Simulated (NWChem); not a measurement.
# GeClF, singlet; SMILES [F][Ge][Cl]

```xyz
3

Ge     0.4370     0.4967     0.0000
F     -1.1469     1.2911     0.0000
Cl    -0.2155    -1.6185     0.0000
```
Atoms are numbered in this order, from 1.

Results from NWChem. Pople sets run with spherical d functions. Low-valent species are run as closed-shell singlets; no triplet was tried in these runs. Structure relaxed at the PBE-D3(BJ)/def2-SVP level. Ions are spin-unrestricted doublets at the neutral geometry; other ion states weren't tried.

| level | vertical ionisation energy, ΔSCF (eV) | −ε(HOMO) (eV) | ΔSCF minus −ε(HOMO) (eV) |
|---|---|---|---|
| B3LYP/6-31G* | 10.88 | 8.22 | 2.66 |
| PBE/6-31G* | 10.64 | 7.22 | 3.42 |
| BHandHLYP/6-31G* | 10.93 | 9.51 | 1.42 |
| CAM-B3LYP/6-31G* | 10.99 | 9.71 | 1.28 |
| Hartree-Fock/6-31G* | [?] | [?] | [?] |

**Question.** Fill in the missing entries.

**Answer.** 
- Hartree-Fock/6-31G*, vertical ionisation energy, ΔSCF (eV): 10.21
- Hartree-Fock/6-31G*, −ε(HOMO) (eV): 11.06
- Hartree-Fock/6-31G*, ΔSCF minus −ε(HOMO) (eV): -0.85
